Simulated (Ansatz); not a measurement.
Consider the atomization: `[NH2][Sn]([NH2])[NH2]`• → 6 H• + 3 N• + Sn•.

Gas-phase electronic energies from Ansatz, PBE0-D4/def2-TZVP geometries. CBS: MP2 limit from def2 TZ/QZ plus the TZ coupled-cluster correction, frozen cores. This one scheme is used for every species, atoms too. DFT in def2-TZVPP. B3LYP here is the variant with VWN-RPA as its local correlation; programs differ in this. Open shells (•) are unrestricted, without spin–orbit coupling. Spin–orbit coupling would lower the free atoms: strongly for Sn. def2 core potentials past Kr. For Sn outer-core shells are correlated without core-valence functions, so the limit isn't a true one: a few kJ/mol of doubt a bond, and 10 to 20 or more in all where bonds break to atoms. One conformer a species, not always the lowest.

Q: What is ΔE at CCSD(T)/CBS? (An estimate is asked.)

A: Ansatz gave: +32.15 eV.

Q: What do these levels give: PBE-D4, B3LYP-D4, ωB97M-V, r2SCAN, PBE0, CCSD(T)/def2-TZVPP? (Best estimate.)

A: Ansatz gave: PBE-D4 32.99, B3LYP-D4 32.30, ωB97M-V 32.11, r2SCAN 31.77, PBE0 31.66, CCSD(T)/def2-TZVPP 30.82 eV.

Largest T1 diagnostic among the species: 0.018.

From PBE to PBE0 (25 % exact exchange), in def2-TZVPP and without D4, ΔE moves by −1.13 eV: exact exchange takes away binding that semilocal exchange gives to molecules. In def2-TZVPP, CCSD(T) changes the Hartree–Fock value by +11.21 eV (the triples alone add +0.67 eV) and MP2 by +11.38 eV; breaking electron pairs costs correlation energy, which Hartree–Fock lacks.

For atomizations the MP2-based limit and the directly extrapolated one differ by several kJ/mol either way, and by 10 to 25 for some Ge, Se and Sn compounds, so smaller differences from it don't rank the levels.
